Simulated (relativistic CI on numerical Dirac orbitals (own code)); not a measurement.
Radial parameters of Cd8+

Computed by Dirac-Coulomb-Breit CI, KLI orbitals optimised for each configuration, model QED (radiative potential, 1s self-energy scaled to tabulated hydrogen-like ionisation energies), unscaled Slater integrals (own radial code, finite nucleus).

Slater integrals F^k, G^k are unscaled and averaged over j, outside the closed core [Ar] 3d10; ζ comes from projecting the Hamiltonian with its Breit term on Σ l·s of the shell.

- 4s2.4p6.4d4: F^2(4d,4d) = 99501, F^4(4d,4d) = 66689, ζ(4d) = 3160.8 cm⁻¹; <r>(4d) = 1.024, <r^2>(4d) = 1.204 (bohr units).
- 4s2.4p6.4d3.4f: F^2(4d,4d) = 99901, F^4(4d,4d) = 66959, ζ(4d) = 3232.7, F^2(4d,4f) = 82127, F^4(4d,4f) = 52784, G^1(4d,4f) = 98791, G^3(4d,4f) = 61541, G^5(4d,4f) = 43417, ζ(4f) = 19.449 cm⁻¹; <r>(4d) = 1.019, <r^2>(4d) = 1.194, <r>(4f) = 1.331, <r^2>(4f) = 2.08 (bohr units).
- 4s2.4p5.4d5: ζ(4p) = 35008, F^2(4d,4d) = 99733, F^4(4d,4d) = 66849, F^2(4p,4d) = 105530, G^1(4p,4d) = 133980, G^3(4p,4d) = 83658, ζ(4d) = 3180.7 cm⁻¹; <r>(4p) = 0.9015, <r^2>(4p) = 0.9205, <r>(4d) = 1.021, <r^2>(4d) = 1.198 (bohr units).

Task: Give the Racah parameters of the d shell in 4s2.4p6.4d4.

Result: B = F²/49 − 5F⁴/441 = 1275 cm⁻¹ and C = 35F⁴/441 = 5293 cm⁻¹.

Averages of the first 10 configurations, taken without configuration mixing, which lowers the lowest level and can move excited configurations by several eV; other configurations of the list can lie among them:

```json
{"Configuration": "4s2.4p6.4d4", "Parity": "even", "States": "210", "Average energy above the lowest level (eV)": "5.9"}
{"Configuration": "4s2.4p6.4d3.4f", "Parity": "odd", "States": "1680", "Average energy above the lowest level (eV)": "70.2"}
{"Configuration": "4s2.4p5.4d5", "Parity": "odd", "States": "1512", "Average energy above the lowest level (eV)": "71.8"}
{"Configuration": "4s2.4p6.4d3.5s", "Parity": "even", "States": "240", "Average energy above the lowest level (eV)": "48.2"}
{"Configuration": "4s2.4p6.4d3.5p", "Parity": "odd", "States": "720", "Average energy above the lowest level (eV)": "61.8"}
{"Configuration": "4s.4p6.4d5", "Parity": "even", "States": "504", "Average energy above the lowest level (eV)": "118.6"}
{"Configuration": "4s2.4p6.4d2.5s.5p", "Parity": "odd", "States": "540", "Average energy above the lowest level (eV)": "107.0"}
{"Configuration": "4s2.4p6.4d3.5d", "Parity": "even", "States": "1200", "Average energy above the lowest level (eV)": "82.1"}
{"Configuration": "4s2.4p6.4d2.4f.5s", "Parity": "odd", "States": "1260", "Average energy above the lowest level (eV)": "114.5"}
{"Configuration": "4s2.4p6.4d3.6s", "Parity": "even", "States": "240", "Average energy above the lowest level (eV)": "93.8"}
```
